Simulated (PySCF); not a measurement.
Compound: C₇H₉NO.
SMILES with atom numbers: `[cH:1]1[cH:2][cH:3][n:4]([C@@H:5]2[CH2:6][CH2:7][O:8]2)[cH:9]1` (hydrogens: H10 on C1; H11 on C2; H12 on C3; H13 on C5; H14, H15 on C6; H16, H17 on C7; H18 on C9)

Structure optimised with GFN2-xTB, isolated species.

(1) What internal coordinates does the optimisation give?

Results:

(1) 
| bond | length (pm) | order |
| --- | --- | --- |
| C1–C2 | 141.0 | aromatic |
| C3–N4, N4–C9 | 136.4 | aromatic |
| N4–C5 | 142.5 | single |
| C5–C6 | 154.1 | single |
| C6–C7 | 153.0 | single |
| C7–O8 | 143.1 | single |
| C1–C9, C2–C3 | 136.5 | aromatic |
| C5–O8 | 142.8 | single |
| C1–H10, C2–H11 | 107.2 | single |
| C3–H12, C9–H18 | 107.2 | single |
| C5–H13 | 109.8 | single |
| C6–H14 | 108.6 | single |
| C6–H15 | 108.7 | single |
| C7–H16 | 109.3 | single |
| C7–H17 | 109.3 | single |

Bonds in one row agree within 1 pm and their mean is given. Orders are formal, as drawn. A selection of angles:
| angle | degrees |
| --- | --- |
| C2–C1–C9 | 107.1 |
| C2–C1–H10 | 126.6 |
| C9–C1–H10 | 126.3 |
| C2–C3–N4 | 108.6 |
| C2–C3–H12 | 130.2 |
| N4–C3–H12 | 121.2 |
| C3–N4–C5 | 125.7 |
| C3–N4–C9 | 108.5 |
| N4–C5–C6 | 116.5 |
| N4–C5–O8 | 113.7 |
| N4–C5–H13 | 108.2 |
| C6–C5–O8 | 91.1 |
| C6–C5–H13 | 115.2 |
| O8–C5–H13 | 111.4 |
| C5–C6–C7 | 84.7 |
| C5–C6–H14 | 115.2 |
| C5–C6–H15 | 113.8 |
| C7–C6–H14 | 115.8 |
| C7–C6–H15 | 115.3 |
| H14–C6–H15 | 110.2 |
| C6–C7–O8 | 91.4 |
| C6–C7–H16 | 116.1 |
| C6–C7–H17 | 115.5 |
| O8–C7–H16 | 111.7 |
| O8–C7–H17 | 111.3 |
| H16–C7–H17 | 109.6 |
| C5–O8–C7 | 92.7 |

Torsions: C3–N4–C5–C6 52° (synclinal); N4–C5–C6–C7 -118° (anticlinal); C5–C6–C7–O8 1° (synperiplanar); C6–C7–O8–C5 -1° (synperiplanar); N4–C5–O8–C7 121° (anticlinal).

N4 (pyrrole-type nitrogen) is planar (angles 125.8°, 125.7° and 108.5°, sum 360.0°, 0.00 Å off the plane of its three neighbours). The C–N distances run from 1.364 Å (N4–C9, aromatic) to 1.425 Å (N4–C5, drawn single), a spread of 0.061 Å. The 5-membered ring C1–C2–C3–N4–C9 has internal angles of 107.1° to 108.7° (sum 540°, against 540° for a flat polygon); it is planar, 0.00 Å rms from its mean plane, widest ring torsion 0°. Of the pairs four or more bonds apart, C3···H15 is among the closest relative to their van der Waals radii: 2.82 Å, 97 % of the sum of Bondi's values. The 4-membered ring C5–C6–C7–O8 has internal angles of 84.7° to 92.7° (sum 360°, against 360° for a flat polygon); it is planar, 0.01 Å rms from its mean plane, widest ring torsion 1°. The C–C distances run from 1.365 Å (C2–C3, aromatic) to 1.541 Å (C5–C6, drawn single), a spread of 0.176 Å.

Point group: C1 (no symmetry element, even within 0.4 Å). Not checked by GFN2-xTB frequencies. The numbers are those of one conformer.

All values are computed, not measured.
